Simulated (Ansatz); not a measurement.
Computed with Ansatz on PBE0-D4/def2-TZVP structures; ΔE is electronic, products minus reactants. CCSD(T)/CBS is the MP2 limit (def2-TZVPP, def2-QZVPP) plus CCSD(T) − MP2 in def2-TZVPP, frozen cores. This one scheme is used for every species, atoms too. DFT in def2-TZVPP. B3LYP here is the variant with VWN-RPA as its local correlation; programs differ in this. HSE06 is defined as in plane-wave codes. Open shells (•) are unrestricted, without spin–orbit coupling. Spin–orbit coupling would lower the free atoms: a little for C, O. Elements past krypton have def2 core potentials. For Sb outer-core shells are correlated without core-valence functions, so the limit isn't a true one: a few kJ/mol of doubt a bond, and 10 to 20 or more in all where bonds break to atoms. One conformer a species, not always the lowest.

Consider the atomization: `C/C(O)=[N]\[SbH2]` → 2 C• + 6 H• + N• + O• + Sb•.

```
           level  ΔE (kJ/mol)  difference from CCSD(T)/CBS
         BLYP-D4       3972.8                         54.7
       r2SCAN-D4       3917.2                         -0.9
          B97M-V       3947.8                         29.7
        B3LYP-D4       3940.4                         22.3
        HSE06-D4       3928.6                         10.5
    CAM-B3LYP-D4       3947.8                         29.7
          revPBE       3857.8                        -60.3
            BLYP       3916.9                         -1.2
         r2SCAN0       3815.3                       -102.8
    MP2/def2-SVP       3676.7                       -241.4
CCSD(T)/def2-SVP       3638.5                       -279.6
   HF/def2-TZVPP       2597.2                      -1320.9
  MP2/def2-TZVPP       3843.2                        -74.9
 CCSD/def2-TZVPP       3712.5                       -205.6
   HF/def2-QZVPP       2605.9                      -1312.2
   MP2/CBS(def2)       3968.0                         49.9
     CCSD(T)/CBS       3918.1                            0
```

Question: What do rigid-rotor, harmonic-oscillator terms from PBE0-D4/def2-TZVP frequencies (298.15 K, 1 bar) make of the CCSD(T)/CBS value? (Estimate.)

Answer: The calculation gave: ΔZPE = -203.1 kJ/mol, ΔH = +3761.6 kJ/mol, ΔS = 1132 J/(mol·K), ΔG = +3424.1 kJ/mol. Open shells count their whole term as degenerate. Modes under 50 cm⁻¹ make the entropy rough.

Largest T1 diagnostic among the species: 0.015.

Leaving LDA and LC-ωPBE aside and taking each functional with its dispersion term where it has one, the values, not all of them listed here, spread over 280.3 kJ/mol, from BHLYP-D4 to PBE-D4. LDA lies +583.1 kJ/mol from PBE without D4, its usual overbinding. The D4 term adds +41.0 kJ/mol with B3LYP and +21.5 kJ/mol with PBE0; it sums over pairs of atoms, weighted by their polarisabilities, and B3LYP, whose exchange is more repulsive, gets the larger term.

For atomizations the MP2-based limit and the directly extrapolated one differ by several kJ/mol either way, and by 10 to 25 for some Ge, Se and Sn compounds, so smaller differences from it don't rank the levels.
